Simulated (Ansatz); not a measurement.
Stepwise reaction of `C[Si](C)(Cl)Cl` with hydrogen sulfide, as a gas-phase model of exchange steps in deposition or etching. ΔE in kJ/mol.

Computed with Ansatz on PBE0-D4/def2-TZVP structures; ΔE is electronic, products minus reactants. CCSD(T)/CBS is the MP2 limit (def2-TZVPP, def2-QZVPP) plus CCSD(T) − MP2 in def2-TZVPP, frozen cores. This one scheme is used for every species. Functionals use def2-TZVPP. B3LYP here is the variant with VWN-RPA as its local correlation; programs differ in this. One conformer a species, not always the lowest.

| step | reaction | PBE-D4 | B3LYP-D4 | ωB97M-V | CCSD(T)/CBS |
| --- | --- | --- | --- | --- | --- |
| 1 | `C[Si](C)(Cl)Cl` + H₂S → `C[Si](S)(Cl)Cl` + CH₄ | -58.8 | -56.4 | -52.9 | -54.3 |

**Question.** Give the row of step 2, `C[Si](S)(Cl)Cl` + H₂S → `S[Si](S)(Cl)Cl` + CH₄. (An estimate is asked.)

**Answer.** Ansatz gave: 
| step | reaction | PBE-D4 | B3LYP-D4 | ωB97M-V | CCSD(T)/CBS |
| --- | --- | --- | --- | --- | --- |
| 2 | `C[Si](S)(Cl)Cl` + H₂S → `S[Si](S)(Cl)Cl` + CH₄ | -57.2 | -54.4 | -50.3 | -51.6 |

**Question.** By hand: ΔE of the 2 steps together at CCSD(T)/CBS.

**Answer.** (-54.3) + (-51.6) = -105.9 kJ/mol, or -53.0 kJ/mol a step.

In ΔE the steps differ by no more than 2.7 kJ/mol. All are downhill at CCSD(T)/CBS. PBE-D4 differs from CCSD(T)/CBS by -5.6 to -4.5 kJ/mol a step. Isolated molecules leave out the surface, adducts and barriers. Largest T1 diagnostic: 0.010.
